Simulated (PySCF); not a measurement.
**Nb²⁺: excitation energy**

Nb²⁺ [Kr] 4d3 (4F) → Nb²⁺ [Kr] 4d2 5s1 (4F), as a difference of total energies. Computed with PySCF 2.14 in aug-cc-pwCVDZ-PP with ECP28MDF (6s6p5d3f, 70 functions), with a scalar-relativistic core potential. Correlated levels: valence: 4s2 4p6 frozen. The calculations carry no spin-orbit coupling.

| method | excitation energy (cm⁻¹) |
| --- | --- |
| UHF | 25083 |
| MP2 (valence) | 25693 |
| SCS-MP2 (valence) | 25286 |
| CCSD (valence) | 25691 |
| CCSD(T) (valence) | 25689 |
